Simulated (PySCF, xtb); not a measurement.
BBr₂, SMILES Br[B]Br, multiplicity 2.

Harmonic wavenumbers (cm⁻¹) from GFN2-xTB (xtb) at its own minimum, in rising order: 169, 591, 782.

**Question.** What does PySCF with B3LYP-D3(BJ)/def2-TZVP give at its own minimum? (An estimate is asked for; the answer gives what the named calculation found.)

**Answer.** 173, 545, 838. Paired by order, the mean absolute difference is 36 cm⁻¹ and the zero-point energies are 2.2 and 2.2 kcal/mol.
